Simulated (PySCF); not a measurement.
Species: C₂H₅ClGeO₂.
Atom-mapped SMILES: `[Cl:1][GeH:2]1[O:3][CH2:4][CH2:5][O:6]1` (hydrogens: H7 on Ge2; H8, H9 on C4; H10, H11 on C5)

Computed by this run: PySCF, PBE0-D3(BJ)/def2-SVP geometry optimisation, gas phase; density fitting, grid level 1; the optimiser is geomeTRIC in internal coordinates, started from a GFN2-xTB structure.

Step 3: E = -75258.6554 eV
```
atom  x, y, z in Å  |  force x, y, z in eV/Å
Cl1     4.2185    1.0492    1.8514    0.014  -0.002   0.009
Ge2     2.7774    1.0175    0.2675   -0.039   0.014   0.021
O3      1.5496    2.2946    0.4050   -0.010  -0.011  -0.005
C4      0.3976    1.7183    0.9984    0.060   0.000   0.013
C5      0.3141    0.2503    0.5694    0.001   0.002   0.004
O6      1.6196   -0.2991    0.5572    0.022  -0.001  -0.032
H7      3.5219    1.0366   -1.0608   -0.007  -0.011  -0.036
H8     -0.4902    2.2788    0.6687   -0.012   0.013   0.000
H9      0.4652    1.7945    2.0999   -0.012  -0.006   0.011
H10    -0.1324    0.1745   -0.4401   -0.012  -0.001   0.001
H11    -0.3120   -0.3317    1.2635   -0.005   0.003   0.014
```

Step 4: E = -75258.6560 eV
```
atom  x, y, z in Å  |  force x, y, z in eV/Å
Cl1     4.2093    1.0539    1.8550    0.064  -0.010   0.056
Ge2     2.7787    1.0162    0.2676   -0.088   0.038  -0.056
O3      1.5510    2.2943    0.4044    0.001  -0.017  -0.003
C4      0.4000    1.7182    0.9988    0.037  -0.003   0.007
C5      0.3142    0.2505    0.5688    0.013  -0.002   0.003
O6      1.6197   -0.3001    0.5507    0.005  -0.007  -0.018
H7      3.5221    1.0347   -1.0623   -0.005  -0.010  -0.016
H8     -0.4881    2.2793    0.6698   -0.006   0.009   0.007
H9      0.4673    1.7926    2.1005   -0.005   0.000   0.008
H10    -0.1360    0.1752   -0.4390   -0.011  -0.002   0.003
H11    -0.3090   -0.3313    1.2659   -0.004   0.003   0.008
```

Question: Estimate the geometry and energy of step 5. (The exact step hangs on the optimiser's Hessian estimate; all steps are aligned on step 4, rigid shifts and turns removed.)

Answer: E = -75258.6551 eV, largest force 0.312 eV/Å
```
atom  x, y, z in Å  |  force x, y, z in eV/Å
Cl1     4.1766    1.0666    1.8726    0.157  -0.021   0.159
Ge2     2.7817    1.0148    0.2664   -0.183   0.077  -0.241
O3      1.5547    2.2950    0.4010    0.050  -0.030  -0.014
C4      0.4088    1.7184    0.9988   -0.067  -0.013   0.004
C5      0.3149    0.2503    0.5666    0.046  -0.009   0.004
O6      1.6201   -0.3025    0.5219   -0.030  -0.021   0.026
H7      3.5243    1.0277   -1.0662    0.016   0.003   0.039
H8     -0.4812    2.2808    0.6744    0.011  -0.004   0.024
H9      0.4768    1.7886    2.1012    0.019   0.010  -0.002
H10    -0.1526    0.1745   -0.4331   -0.010   0.005   0.008
H11    -0.2948   -0.3308    1.2764   -0.007   0.003  -0.007
```

The energy changes by +0.0009 eV. The first-order estimate −F·Δx gives +0.0003 eV and the mean of the old and new forces, exact on a quadratic surface, +0.0021 eV. The step makes an angle of 92° with the force vector and moves no atom by more than 0.039 Å.

The cost below is that of the whole optimisation. Time: 56 s wall; peak memory 0.59 GiB. Hardware: one thread of an AMD EPYC 7B13, shared host with 64 logical CPUs at a one-minute load of 9.4.
